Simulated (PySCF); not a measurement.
pentafluoroethane (C₂HF₅), singlet, at a GFN2-xTB geometry; PySCF with B3LYP/STO-3G.

PySCF was given this input:
```python
from pyscf import gto, scf, dft

mol = gto.M(
    atom='''
F     1.251144   -1.248423    0.511104
C     0.931386   -0.169865   -0.218652
F     1.587801    0.883492    0.288926
C    -0.595882    0.079322   -0.141779
F    -1.023063    0.275912    1.097322
F    -0.921973    1.149807   -0.868498
F    -1.255767   -0.963978   -0.648210
H     1.243703   -0.328042   -1.263212
''',
    basis='sto-3g',
    charge=0,
    spin=0,
    verbose=4,
)

mf = dft.RKS(mol)
mf.xc = 'b3lyp'
mf.diis = False
mf.max_cycle = 100
mf.kernel()
```

It wrote (shortened):

```
PySCF version 2.14.0

[INPUT] verbose = 4
[INPUT] num. atoms = 8
[INPUT] num. electrons = 58
[INPUT] charge = 0
[INPUT] spin (= nelec alpha-beta = 2S) = 0
[INPUT] symmetry False subgroup None
[INPUT] Mole.unit = angstrom
[INPUT] Symbol           X                Y                Z      unit          X                Y                Z       unit  Magmom
[...]
nuclear repulsion = 358.991628150247
number of shells = 22
number of NR pGTOs = 108
number of NR cGTOs = 36
basis = sto-3g
ecp = {}

******** <class 'pyscf.dft.rks.RKS'> ********
method = RKS
initial guess = minao
damping factor = 0
level_shift factor = 0
DIIS disabled
SCF conv_tol = 1e-09
SCF conv_tol_grad = None
SCF max_cycles = 100
direct_scf = True
direct_scf_tol = 1e-13
XC library pyscf.dft.libxc version 7.1.2
    S. Lehtola, C. Steigemann, M. J. T. Oliveira, and M. A. L. Marques,  SoftwareX 7, 1–5 (2018)
XC functionals = b3lyp
    P. J. Stephens, F. J. Devlin, C. F. Chabalowski, and M. J. Frisch,  J. Phys. Chem. 98, 11623 (1994)
radial grids:
    Treutler-Ahlrichs [JCP 102, 346 (1995); DOI:10.1063/1.469408] (M4) radial grids

becke partition: Becke, JCP 88, 2547 (1988); DOI:10.1063/1.454033
pruning grids: <function nwchem_prune>
grids dens level: 3
symmetrized grids: False
atomic radii adjust function: <function treutler_atomic_radii_adjust>
small_rho_cutoff = 0
Set gradient conv threshold to 3.16228e-05
Initial guess from minao.
tot grids = 109360
init E= -568.857724188623
[...]
cycle= 1 E= -567.462836217038  delta_E= 1.39  |g|= 0.941  |ddm|= 3.75
[...]
cycle= 2 E= -567.324119521413  delta_E= 0.139  |g|= 1.26  |ddm|= 2.77
[...]
cycle= 3 E= -567.357268480737  delta_E= -0.0331  |g|= 1.11  |ddm|= 2.92
[...]
cycle= 4 E= -567.109142013438  delta_E= 0.248  |g|= 1.56  |ddm|= 3.28
[...]
cycle= 5 E= -567.191409017004  delta_E= -0.0823  |g|= 1.31  |ddm|= 3.52
[...]
cycle= 6 E= -566.759507013475  delta_E= 0.432  |g|= 1.95  |ddm|= 3.99
[...]
cycle= 7 E= -566.954579100166  delta_E= -0.195  |g|= 1.53  |ddm|= 4.26
[...]
cycle= 8 E= -566.193525666682  delta_E= 0.761  |g|= 2.44  |ddm|= 4.88
[...]
cycle= 9 E= -566.63107815945  delta_E= -0.438  |g|= 1.77  |ddm|= 5.17
[...]
cycle= 10 E= -565.293693160677  delta_E= 1.34  |g|= 3.05  |ddm|= 5.92
[...]
cycle= 11 E= -566.220071424152  delta_E= -0.926  |g|= 1.99  |ddm|=  6.2
[...]
cycle= 12 E= -563.784088030585  delta_E= 2.44  |g|= 3.87  |ddm|=  7.1
[...]
cycle= 13 E= -565.677848932115  delta_E= -1.89  |g|= 2.18  |ddm|= 7.37
[...]
cycle= 14 E= -560.04261752678  delta_E= 5.64  |g|= 5.18  |ddm|= 8.72
[...]
cycle= 15 E= -564.280944749085  delta_E= -4.24  |g|= 2.42  |ddm|= 9.19
[...]
cycle= 16 E= -554.060952512931  delta_E= 10.2  |g|= 4.22  |ddm|= 10.8
[...]
cycle= 17 E= -561.052931724199  delta_E= -6.99  |g|= 2.53  |ddm|= 11.4
[...]
cycle= 18 E= -545.276054827001  delta_E= 15.8  |g|= 3.58  |ddm|= 12.5

WARN: HOMO 1.38542332702671 == LUMO 1.38629384700294

cycle= 19 E= -550.995334938339  delta_E= -5.72  |g|= 2.43  |ddm|= 13.9
[...]
cycle= 20 E= -550.750000840939  delta_E= 0.245  |g|= 2.47  |ddm|=   14
[...]
cycle= 21 E= -549.774955198567  delta_E= 0.975  |g|= 2.74  |ddm|=   14
[...]
cycle= 22 E= -550.53887501595  delta_E= -0.764  |g|=  2.6  |ddm|=   14
[...]
cycle= 23 E= -549.501082930269  delta_E= 1.04  |g|= 2.77  |ddm|=   14
[...]
cycle= 24 E= -550.469077629699  delta_E= -0.968  |g|= 2.63  |ddm|=   14
[...]
cycle= 25 E= -549.472683862117  delta_E= 0.996  |g|= 2.77  |ddm|=   14
[...]
cycle= 26 E= -550.462891831686  delta_E= -0.99  |g|= 2.63  |ddm|=   14
[...]
cycle= 27 E= -549.469890137074  delta_E= 0.993  |g|= 2.77  |ddm|=   14
[...]
cycle= 28 E= -550.46240691431  delta_E= -0.993  |g|= 2.63  |ddm|=   14
[...]
cycle= 29 E= -549.469622906881  delta_E= 0.993  |g|= 2.77  |ddm|=   14
[...]
cycle= 30 E= -550.462383415309  delta_E= -0.993  |g|= 2.63  |ddm|=   14
[...]
cycle= 31 E= -549.469606549222  delta_E= 0.993  |g|= 2.77  |ddm|=   14
[...]
cycle= 32 E= -550.462392931835  delta_E= -0.993  |g|= 2.63  |ddm|=   14
[...]
[...]
[...]
cycle= 50 E= -550.46241996272  delta_E= -0.993  |g|= 2.63  |ddm|=   14
[...]
cycle= 51 E= -549.469631591309  delta_E= 0.993  |g|= 2.77  |ddm|=   14
[...]
cycle= 52 E= -550.462420124528  delta_E= -0.993  |g|= 2.63  |ddm|=   14
[...]
cycle= 53 E= -549.469631688182  delta_E= 0.993  |g|= 2.77  |ddm|=   14
[...]
cycle= 54 E= -550.462420194608  delta_E= -0.993  |g|= 2.63  |ddm|=   14
[...]
cycle= 55 E= -549.469631722022  delta_E= 0.993  |g|= 2.77  |ddm|=   14
[...]
cycle= 56 E= -550.46242020634  delta_E= -0.993  |g|= 2.63  |ddm|=   14
[...]
cycle= 57 E= -549.469631716403  delta_E= 0.993  |g|= 2.77  |ddm|=   14
[...]
cycle= 58 E= -550.462420182414  delta_E= -0.993  |g|= 2.63  |ddm|=   14
[...]
cycle= 59 E= -549.469631687281  delta_E= 0.993  |g|= 2.77  |ddm|=   14
[...]
cycle= 60 E= -550.462420138094  delta_E= -0.993  |g|= 2.63  |ddm|=   14
[...]
cycle= 61 E= -549.469631645307  delta_E= 0.993  |g|= 2.77  |ddm|=   14
[...]
cycle= 62 E= -550.462420083473  delta_E= -0.993  |g|= 2.63  |ddm|=   14
[...]
cycle= 63 E= -549.469631597474  delta_E= 0.993  |g|= 2.77  |ddm|=   14
[...]
cycle= 64 E= -550.46242002509  delta_E= -0.993  |g|= 2.63  |ddm|=   14
[...]
cycle= 65 E= -549.469631548247  delta_E= 0.993  |g|= 2.77  |ddm|=   14
[...]
cycle= 66 E= -550.462419967052  delta_E= -0.993  |g|= 2.63  |ddm|=   14
[...]
cycle= 67 E= -549.469631500379  delta_E= 0.993  |g|= 2.77  |ddm|=   14
[...]
cycle= 68 E= -550.462419911809  delta_E= -0.993  |g|= 2.63  |ddm|=   14
[...]
cycle= 69 E= -549.46963145547  delta_E= 0.993  |g|= 2.77  |ddm|=   14
[...]
cycle= 70 E= -550.462419860724  delta_E= -0.993  |g|= 2.63  |ddm|=   14
[...]
cycle= 71 E= -549.469631414346  delta_E= 0.993  |g|= 2.77  |ddm|=   14
[...]
cycle= 72 E= -550.462419814414  delta_E= -0.993  |g|= 2.63  |ddm|=   14
[...]
cycle= 73 E= -549.469631377339  delta_E= 0.993  |g|= 2.77  |ddm|=   14
[...]
cycle= 74 E= -550.462419773054  delta_E= -0.993  |g|= 2.63  |ddm|=   14
[...]
cycle= 75 E= -549.469631344461  delta_E= 0.993  |g|= 2.77  |ddm|=   14
[...]
cycle= 76 E= -550.462419736519  delta_E= -0.993  |g|= 2.63  |ddm|=   14
[...]
cycle= 77 E= -549.46963131554  delta_E= 0.993  |g|= 2.77  |ddm|=   14
[...]
cycle= 78 E= -550.46241970452  delta_E= -0.993  |g|= 2.63  |ddm|=   14
[...]
cycle= 79 E= -549.469631290289  delta_E= 0.993  |g|= 2.77  |ddm|=   14
[...]
cycle= 80 E= -550.462419676683  delta_E= -0.993  |g|= 2.63  |ddm|=   14
[...]
cycle= 81 E= -549.46963126838  delta_E= 0.993  |g|= 2.77  |ddm|=   14
[...]
cycle= 82 E= -550.462419652594  delta_E= -0.993  |g|= 2.63  |ddm|=   14
[...]
cycle= 83 E= -549.469631249458  delta_E= 0.993  |g|= 2.77  |ddm|=   14
[...]
cycle= 84 E= -550.462419631837  delta_E= -0.993  |g|= 2.63  |ddm|=   14
[...]
cycle= 85 E= -549.469631233183  delta_E= 0.993  |g|= 2.77  |ddm|=   14
[...]
cycle= 86 E= -550.462419614012  delta_E= -0.993  |g|= 2.63  |ddm|=   14
[...]
cycle= 87 E= -549.469631219224  delta_E= 0.993  |g|= 2.77  |ddm|=   14
[...]
cycle= 88 E= -550.462419598753  delta_E= -0.993  |g|= 2.63  |ddm|=   14
[...]
cycle= 89 E= -549.469631207286  delta_E= 0.993  |g|= 2.77  |ddm|=   14
[...]
cycle= 90 E= -550.462419585713  delta_E= -0.993  |g|= 2.63  |ddm|=   14
[...]
cycle= 91 E= -549.469631197098  delta_E= 0.993  |g|= 2.77  |ddm|=   14
[...]
cycle= 92 E= -550.462419574597  delta_E= -0.993  |g|= 2.63  |ddm|=   14
[...]
cycle= 93 E= -549.469631188416  delta_E= 0.993  |g|= 2.77  |ddm|=   14
[...]
cycle= 94 E= -550.462419565135  delta_E= -0.993  |g|= 2.63  |ddm|=   14
[...]
cycle= 95 E= -549.469631181031  delta_E= 0.993  |g|= 2.77  |ddm|=   14
[...]
cycle= 96 E= -550.462419557091  delta_E= -0.993  |g|= 2.63  |ddm|=   14
[...]
cycle= 97 E= -549.469631174756  delta_E= 0.993  |g|= 2.77  |ddm|=   14
[...]
cycle= 98 E= -550.462419550256  delta_E= -0.993  |g|= 2.63  |ddm|=   14
[...]
cycle= 99 E= -549.469631169427  delta_E= 0.993  |g|= 2.77  |ddm|=   14
[...]
cycle= 100 E= -550.462419544457  delta_E= -0.993  |g|= 2.63  |ddm|=   14
SCF not converged.
SCF energy = -550.462419544457
```

The run did not converge; its last values are not results.
